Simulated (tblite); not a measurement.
Compound: 1-phenylphosphinan-4-one 1-oxide, C₁₁H₁₃O₂P.
Atom-mapped SMILES: `[O:1]=[C:2]1[CH2:3][CH2:4][P:5](=[O:6])([c:7]2[cH:8][cH:9][cH:10][cH:11][cH:12]2)[CH2:13][CH2:14]1` (hydrogens: H15, H16 on C3; H17, H18 on C4; H19 on C8; H20 on C9; H21 on C10; H22 on C11; H23 on C12; H24, H25 on C13; H26, H27 on C14)

Computed with GFN2-xTB (tblite), gas phase: L-BFGS steps from a force-field or distance-geometry start until the largest atomic force falls under 0.01 eV/Å.

Step 4: E = -1112.2930 eV
```
atom  x, y, z in Å  |  force x, y, z in eV/Å
O1      4.1334    1.0296   -0.1756    0.101   0.064   0.005
C2      3.2802    0.2049    0.0276   -0.067   0.029  -0.021
C3      2.6722    0.0012    1.4008   -0.015   0.021  -0.047
C4      1.1836    0.3509    1.3948   -0.099  -0.060  -0.001
P5      0.3318   -0.7732    0.2147   -0.055  -0.102   0.059
O6      0.4485   -2.1857    0.5972   -0.162   0.028  -0.008
C7     -1.3793   -0.1465    0.0035    0.046  -0.084   0.027
C8     -2.4283   -1.0362    0.2165    0.115   0.056  -0.008
C9     -3.7392   -0.6138    0.0704    0.139   0.033  -0.006
C10    -4.0077    0.6963   -0.2899   -0.011  -0.026   0.011
C11    -2.9671    1.5864   -0.5032    0.060  -0.102   0.038
C12    -1.6564    1.1700   -0.3565    0.108  -0.087   0.044
C13     1.2509   -0.3819   -1.3269   -0.083   0.002   0.036
C14     2.7327   -0.6670   -1.0843    0.011  -0.019   0.037
H15     3.1858    0.6499    2.1121    0.114   0.021   0.019
H16     2.8226   -1.0365    1.7108   -0.142  -0.023  -0.085
H17     1.0415    1.3909    1.1061   -0.020   0.055   0.061
H18     0.7448    0.1852    2.3819    0.042   0.054   0.032
H19    -2.2082   -2.0567    0.5006    0.077   0.063  -0.024
H20    -4.5443   -1.3091    0.2396   -0.085  -0.034   0.007
H21    -5.0294    1.0274   -0.4008   -0.009   0.000  -0.010
H22    -3.1774    2.6058   -0.7812   -0.016   0.083  -0.023
H23    -0.8492    1.8727   -0.5145   -0.017  -0.044  -0.011
H24     0.8556   -1.0231   -2.1175    0.048   0.021  -0.075
H25     1.1092    0.6625   -1.5995   -0.022   0.018  -0.103
H26     2.8814   -1.7174   -0.8154   -0.141   0.037   0.041
H27     3.2923   -0.4601   -1.9991    0.084  -0.006   0.005
```

Step 5: E = -1112.2984 eV
```
atom  x, y, z in Å  |  force x, y, z in eV/Å
O1      4.1346    1.0307   -0.1755    0.094   0.048   0.009
C2      3.2816    0.2056    0.0280   -0.093   0.047  -0.033
C3      2.6718    0.0025    1.3998   -0.024   0.033  -0.032
C4      1.1824    0.3515    1.3961   -0.091  -0.040  -0.023
P5      0.3322   -0.7780    0.2157   -0.071   0.030   0.031
O6      0.4419   -2.1904    0.5988   -0.123   0.026  -0.013
C7     -1.3780   -0.1480    0.0047    0.087  -0.036   0.005
C8     -2.4275   -1.0342    0.2155    0.111  -0.024   0.024
C9     -3.7376   -0.6124    0.0706    0.066  -0.055   0.008
C10    -4.0064    0.6959   -0.2901   -0.015  -0.021   0.019
C11    -2.9662    1.5846   -0.5021    0.085  -0.025   0.011
C12    -1.6558    1.1676   -0.3553    0.095  -0.064   0.035
C13     1.2509   -0.3809   -1.3285   -0.102  -0.004   0.051
C14     2.7331   -0.6661   -1.0830   -0.019   0.009   0.002
H15     3.1885    0.6493    2.1108    0.099   0.014   0.027
H16     2.8172   -1.0359    1.7070   -0.118  -0.044  -0.068
H17     1.0411    1.3939    1.1081   -0.029  -0.014   0.062
H18     0.7452    0.1866    2.3849    0.053   0.053   0.003
H19    -2.2048   -2.0532    0.4995    0.061   0.021  -0.015
H20    -4.5443   -1.3084    0.2394   -0.042  -0.008   0.001
H21    -5.0264    1.0260   -0.4006   -0.071   0.024  -0.018
H22    -3.1772    2.6050   -0.7810    0.001   0.047  -0.012
H23    -0.8508    1.8699   -0.5147    0.028  -0.009  -0.014
H24     0.8562   -1.0231   -2.1206    0.068   0.042  -0.042
H25     1.1084    0.6645   -1.6037   -0.021  -0.039  -0.067
H26     2.8762   -1.7158   -0.8140   -0.118  -0.001   0.053
H27     3.2937   -0.4607   -1.9973    0.090  -0.009  -0.005
```

Q: Estimate the geometry and energy of step 6. (The exact step hangs on the optimiser's Hessian estimate; all steps are aligned on step 5, rigid shifts and turns removed.)

A: E = -1112.3045 eV, largest force 0.159 eV/Å
```
atom  x, y, z in Å  |  force x, y, z in eV/Å
O1      4.1376    1.0323   -0.1751    0.032  -0.011   0.017
C2      3.2821    0.2082    0.0275   -0.068   0.080  -0.034
C3      2.6707    0.0049    1.3982   -0.034   0.032  -0.008
C4      1.1793    0.3519    1.3970   -0.028  -0.002  -0.016
P5      0.3311   -0.7834    0.2174   -0.036   0.154  -0.013
O6      0.4309   -2.1959    0.6006   -0.072   0.016  -0.013
C7     -1.3738   -0.1503    0.0063    0.043  -0.007  -0.009
C8     -2.4245   -1.0327    0.2150    0.041  -0.047   0.036
C9     -3.7353   -0.6126    0.0710    0.036  -0.074   0.007
C10    -4.0048    0.6950   -0.2899    0.023  -0.012   0.024
C11    -2.9632    1.5827   -0.5007    0.043   0.006  -0.004
C12    -1.6536    1.1632   -0.3530    0.063   0.041  -0.002
C13     1.2490   -0.3797   -1.3295   -0.070  -0.008   0.034
C14     2.7329   -0.6644   -1.0818   -0.061   0.034  -0.031
H15     3.1939    0.6487    2.1095    0.048  -0.019   0.013
H16     2.8079   -1.0360    1.7007   -0.080  -0.036  -0.055
H17     1.0398    1.3970    1.1121   -0.048  -0.072   0.046
H18     0.7468    0.1894    2.3889    0.052   0.039  -0.023
H19    -2.1991   -2.0484    0.4978    0.055  -0.081   0.013
H20    -4.5447   -1.3073    0.2390    0.000  -0.003   0.001
H21    -5.0241    1.0247   -0.4008   -0.093   0.034  -0.021
H22    -3.1767    2.6043   -0.7808    0.037  -0.010   0.006
H23    -0.8518    1.8664   -0.5153    0.080   0.022  -0.014
H24     0.8586   -1.0222   -2.1253    0.075   0.053   0.003
H25     1.1068    0.6661   -1.6105   -0.028  -0.090  -0.013
H26     2.8672   -1.7140   -0.8111   -0.082  -0.018   0.061
H27     3.2972   -0.4618   -1.9949    0.068  -0.020  -0.003
```

The energy changes by -0.0062 eV. The first-order estimate −F·Δx gives -0.0091 eV and the mean of the old and new forces, exact on a quadratic surface, -0.0062 eV. The step makes an angle of 47° with the force vector and moves no atom by more than 0.012 Å.

The cost below is that of the whole relaxation. On one thread, Arm Neoverse V1 (aarch64), no GPU, shared host with 32 logical CPUs at a one-minute load of 14, this took 0.62 s wall.
